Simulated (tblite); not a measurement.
Compound: C₃H₄F₃S (doublet state).
Geometry (GFN2-xTB, Å), atoms numbered from 1 in this order:
```xyz
11
C3H4F3S angstrom
C      1.977   -0.286    0.014
C      0.561   -0.231   -0.395
S     -0.344    1.208   -0.184
C     -2.024    0.450    0.034
F     -2.322   -0.373   -0.972
F     -2.957    1.391    0.085
F     -2.094   -0.264    1.158
H      2.187    0.460    0.777
H      2.651   -0.110   -0.831
H      2.208   -1.279    0.403
H      0.162   -0.964   -1.076
```

Calculated harmonic vibrations of the isolated species, GFN2-xTB (tblite), most abundant isotopes, no scaling. The method is semi-empirical: single wavenumbers can be off by several per cent or more. One conformer, not necessarily the lowest. Open shells enter through the occupations alone, without spin polarisation, and single modes of such species can be off by tens of per cent.

Harmonic wavenumbers (cm⁻¹): 40.8, 75.8, 107.2, 134.6, 274.9, 286.8, 299.6, 425.4, 469.5, 487.0, 530.6, 648.5, 769.9, 987.4, 1003.1, 1034.3, 1066.5, 1102.2, 1149.2, 1249.8, 1391.3, 1444.3, 1462.3, 2919.8, 2988.2, 3044.5, 3089.5.

A = 4258, B = 1335, C = 1260 MHz; mass 128.999 u (most abundant isotopes); point group C1, symmetry number 1; spin multiplicity 2.

Question: What is the zero-point energy?

Answer: Half the sum of the wavenumbers: 14242 cm⁻¹ = 170.36 kJ/mol.

Question: Give the ideal-gas entropy at 273.15 K and 1 bar in the rigid-rotor, harmonic-oscillator model (classical rotation).

Answer: Translation 167.64, rotation 116.88, vibration 92.27, spin (R ln 2) 5.76: S = 382.6 J/(mol K).

Question: And Cp and H(273.15 K) − H(0)?

Answer: Cp = 119.78 J/(mol K), of which vibrations give 86.52 (their classical limit is 27 R = 224.5); H(273.15 K) − H(0) = 21.93 kJ/mol without the zero-point energy, 12.84 from vibrations.

Question: Which modes carry the vibrational entropy at 273.15 K?

Answer: 40.8 cm⁻¹: 21.11; 75.8 cm⁻¹: 16.00; 107.2 cm⁻¹: 13.18; 134.6 cm⁻¹: 11.35; 274.9 cm⁻¹: 5.93; 286.8 cm⁻¹: 5.63 J/(mol K); the other 21 give 19.07 together.

Question: Blend soft modes into free rotors: weight 1/[1 + (100 cm⁻¹/ν̃)⁴] for the oscillator and the rest for a rotor with moment μB/(μ + B), μ = h/(8π²ν), B = 10⁻⁴⁴ kg m². What vibrational entropy results?

Answer: 83.20 J/(mol K) in place of 92.27, which changes −T·S at 273.15 K by +2.48 kJ/mol.

Hindered rotation and anharmonicity are outside this model. Other conformers, if any are populated, would add a mixing term that is left out. The structure is chiral; the term R ln 2 for an equal mix with its mirror image is left out.

On Arm Neoverse V1, one thread, no GPU, on a shared host, this took 0.27 s. The figure is for the frequency step alone.
